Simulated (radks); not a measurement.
Q: Bi57+, 26 electrons, occupied as [Ar] 3d8. All-electron calculation, non-relativistic Kohn-Sham, PBE, spin-polarised, spherical densities, point nucleus; open shells are filled with parallel spins first (spin-orbit coupling, left out, can overturn this in heavy ions); relativity is left out, which matters for an element this heavy. Program: a radial shooting solver on a logarithmic mesh with Libxc functionals. Some entries of the table are withheld. Estimate them.

| orbital | occ. | eigenvalue (hartree) | <1/r> (bohr^-1) |
|---|---|---|---|
| 1s up | 1 | -3106.943 | 82.45 |
| 1s down | 1 | -3106.938 | 82.45 |
| 2s up | 1 | -629.6963 | 19.53 |
| 2s down | 1 | -629.2745 | 19.54 |
| 2p up | 3 | -612.0719 | 19.55 |
| 2p down | 3 | -611.7667 | 19.56 |
| 3s up | 1 | -236.9321 | 7.893 |
| 3s down | 1 | -236.5804 | 7.884 |
| 3p up | 3 | (1) | (2) |
| 3p down | 3 | (3) | (4) |
| 3d up | 5 | -215.1430 | 7.760 |
| 3d down | 3 | -214.6327 | 7.753 |

A: 
(1) 3p up eigenvalue (hartree): -229.0818
(2) 3p up <1/r> (bohr^-1): 7.848
(3) 3p down eigenvalue (hartree): -228.6964
(4) 3p down <1/r> (bohr^-1): 7.839
